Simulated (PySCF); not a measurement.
**Nb²⁺ (niobium, charge +2) across methods**

[Kr] 4d3, high-spin 4F determinant. Computed with PySCF 2.14 in def2-QZVPPD with the def2 core potential (28 electrons) (7s5p4d3f2g, 81 functions), with scalar relativity through the core potential. The B2PLYP total includes its PT2 part (frozen core); its orbital energies are those of the SCF part.

```json
{"method": "B2PLYP", "E (hartree)": "-55.8967", "mean ε 4p α (eV)": "-58.946", "mean ε 4p β (eV)": "-55.319", "mean ε 4d α (eV)": "-22.906", "Σ⟨r²⟩ (bohr²)": "26.66", "⟨S²⟩": "3.752"}
{"method": "B3LYP", "E (hartree)": "-56.0614", "mean ε 4p α (eV)": "-55.473", "mean ε 4p β (eV)": "-52.976", "mean ε 4d α (eV)": "-21.248", "Σ⟨r²⟩ (bohr²)": "26.79", "⟨S²⟩": "3.751"}
{"method": "PBEsol", "E (hartree)": "-55.9348", "mean ε 4p α (eV)": "-53.027", "mean ε 4p β (eV)": "-51.054", "mean ε 4d α (eV)": "-20.043", "Σ⟨r²⟩ (bohr²)": "26.93", "⟨S²⟩": "3.751"}
{"method": "PBE", "E (hartree)": "-56.0437", "mean ε 4p α (eV)": "-53.135", "mean ε 4p β (eV)": "-51.160", "mean ε 4d α (eV)": "-20.119", "Σ⟨r²⟩ (bohr²)": "26.88", "⟨S²⟩": "3.751"}
{"method": "MN15", "E (hartree)": "-55.9342", "mean ε 4p α (eV)": "-56.033", "mean ε 4p β (eV)": "-54.036", "mean ε 4d α (eV)": "-21.953", "Σ⟨r²⟩ (bohr²)": "27.01", "⟨S²⟩": "3.751"}
{"method": "PBE0", "E (hartree)": "-56.0393", "mean ε 4p α (eV)": "-56.036", "mean ε 4p β (eV)": "-53.312", "mean ε 4d α (eV)": "-21.584", "Σ⟨r²⟩ (bohr²)": "26.70", "⟨S²⟩": "3.751"}
{"method": "r2SCAN", "E (hartree)": "-56.0728", "mean ε 4p α (eV)": "-54.264", "mean ε 4p β (eV)": "-51.765", "mean ε 4d α (eV)": "-20.397", "Σ⟨r²⟩ (bohr²)": "26.61", "⟨S²⟩": "3.752"}
{"method": "LDA", "E (hartree)": "-55.8664", "mean ε 4p α (eV)": "-53.129", "mean ε 4p β (eV)": "-51.179", "mean ε 4d α (eV)": "-20.087", "Σ⟨r²⟩ (bohr²)": "27.08", "⟨S²⟩": "3.750"}
```

Task: Estimate the same row for UHF.

Result: E (hartree) = -55.62962; mean ε 4p α (eV) = -63.872; mean ε 4p β (eV) = -58.541; mean ε 4d α (eV) = -25.364; Σ⟨r²⟩ (bohr²) = 26.54; ⟨S²⟩ = 3.755.

Energies and moments cover only the electrons outside the core potential.
